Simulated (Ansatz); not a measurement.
A CCSD(T) single point on C6H7ClO2Zr, SMILES `[OH][Zr]([OH])([Cl])[c]1ccccc1`.

```yaml
crystal:
  periodic: [false, false, false]
  atoms:
    - {symbol: O, position_ang: [0.974701, -1.746691, -2.646146]}
    - {symbol: Zr, position_ang: [1.765526, -0.730315, -1.237279]}
    - {symbol: O, position_ang: [2.819179, -1.748442, -0.013452]}
    - {symbol: Cl, position_ang: [2.974189, 1.126512, -2.084959]}
    - {symbol: C, position_ang: [0.072428, 0.048594, -0.050755]}
    - {symbol: C, position_ang: [-1.162302, 0.334746, -0.646408]}
    - {symbol: C, position_ang: [-2.201822, 0.899819, 0.077840]}
    - {symbol: C, position_ang: [-2.027845, 1.190945, 1.423283]}
    - {symbol: C, position_ang: [-0.816181, 0.914894, 2.040463]}
    - {symbol: C, position_ang: [0.218281, 0.349638, 1.309164]}
    - {symbol: H, position_ang: [0.809336, -2.381686, -3.337372]}
    - {symbol: H, position_ang: [3.410031, -2.392028, 0.367496]}
    - {symbol: H, position_ang: [-1.324192, 0.111103, -1.697866]}
    - {symbol: H, position_ang: [-3.149288, 1.113071, -0.405266]}
    - {symbol: H, position_ang: [-2.838717, 1.631960, 1.992448]}
    - {symbol: H, position_ang: [-0.679716, 1.140045, 3.092729]}
    - {symbol: H, position_ang: [1.156383, 0.137837, 1.816070]}
basis:
  gaussian: {orbitals: def2-TZVPP}
correlation: {method: ccsd_t}
output: {orbitals: {seedname: orbitals}}
```

```sh
$ ansatz run in.yaml --threads 4 --pin off --events-out ev --progress --plain --max-ram 66560MiB --backend cuda --devices 0, --max-vram 37GiB
```

Log, shortened:

```
Functional definition: HF
2744 factors; integrals over basis functions are off by at most 9.3e-4 eV
mean field evaluation 1: about -24137.6540 eV, gradient 7.0e1 eV
mean field evaluation 2: about -24138.1211 eV, gradient 7.0e1 eV
mean field evaluation 4: about -24148.2637 eV, gradient 6.5e0 eV
mean field evaluation 8: about -24148.4174 eV, gradient 6.9e-1 eV
mean field -24148.41879737 eV, -887.4380224173 hartree, gradient 2.4e-6 eV, S^2 0.000000; 0 other end points of the search recorded, 0 dependent functions left out; unrestricted orbitals would lower it
13 core orbitals not correlated: weight in the atoms' cores, before any rotation towards them, 1.000 or more for the frozen orbitals, at most 0.000 for the correlated occupied ones
reference -24148.41879737 eV, -887.4380224173 hartree; 31, 31 occupied and 400, 400 virtual orbitals, 2744 factors
second order -53.40513876 eV of doubles, -0.00000000 eV of singles
cycle   1  -52.44579258 eV  change    9.6e-1 eV  update   2.0e-1
cycle   2  -53.76950159 eV  change    -1.3e0 eV  update   7.3e-2
cycle   3  -54.14220337 eV  change   -3.7e-1 eV  update   3.4e-2
cycle   4  -54.13681957 eV  change    5.4e-3 eV  update   1.0e-2
cycle   5  -54.12254657 eV  change    1.4e-2 eV  update   4.3e-3
cycle   6  -54.12517380 eV  change   -2.6e-3 eV  update   1.5e-3
cycle   7  -54.12564218 eV  change   -4.7e-4 eV  update   5.1e-4
cycle   8  -54.12520561 eV  change    4.4e-4 eV  update   2.8e-4
cycle   9  -54.12527999 eV  change   -7.4e-5 eV  update   1.0e-4
cycle  10  -54.12542989 eV  change   -1.5e-4 eV  update   5.1e-5
cycle  11  -54.12530646 eV  change    1.2e-4 eV  update   2.1e-5
cycle  12  -54.12531718 eV  change   -1.1e-5 eV  update   1.0e-5
perturbative correction -2.68070924 eV, -0.0985142475 hartree
Total energy: -24205.22482379 eV, -889.5256053837 hartree
```

It took 46 s on 4 threads of an AMD EPYC 7R13 on a shared host and a share of an NVIDIA H100 80 GB, with 0.91 GiB of host memory at the peak.

Correlation energy per correlated electron: -0.916 eV. T1 diagnostic: 0.0146.
